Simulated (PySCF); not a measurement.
## Working out the ionisation energy of Co⁺

Co⁺ [Ar] 3d8 (3F) → Co²⁺ [Ar] 3d7 (4F). Calculation: PySCF 2.14, in x2c-TZVPall; the spin-free X2C one-electron Hamiltonian (Gaussian nucleus). Frozen: [Ar]. Energies in hartree (1 hartree = 27.21139 eV):

```json
{"part": "UHF", "Co⁺ (lower)": "-1391.565085", "Co²⁺ (upper)": "-1391.042808"}
{"part": "MP2 opposite-spin", "Co⁺ (lower)": "-0.143633", "Co²⁺ (upper)": "-0.082250"}
{"part": "MP2 same-spin", "Co⁺ (lower)": "-0.088109", "Co²⁺ (upper)": "-0.063109"}
```

**Question.** What does Hartree-Fock give?

**Answer.** (-1391.042808) − (-1391.565085) = 0.522277 hartree = 14.212 eV.

**Question.** What do MP2 and SCS-MP2 (6/5 opposite-spin, 1/3 same-spin) give?

**Answer.** The opposite-spin parts differ by 1.670 eV and the same-spin parts by 0.680 eV. MP2: 14.212 + (1.670) + (0.680) = 16.562 eV. SCS-MP2: 14.212 + 1.2 × (1.670) + (0.680)/3 = 16.443 eV.

Reference: 17.084 eV (measured; NIST Atomic Spectra Database, ionization energies), between the lowest levels; spin-orbit coupling is absent from the calculation.

What remains against the reference includes basis incompleteness, the frozen core and correlation beyond second order.
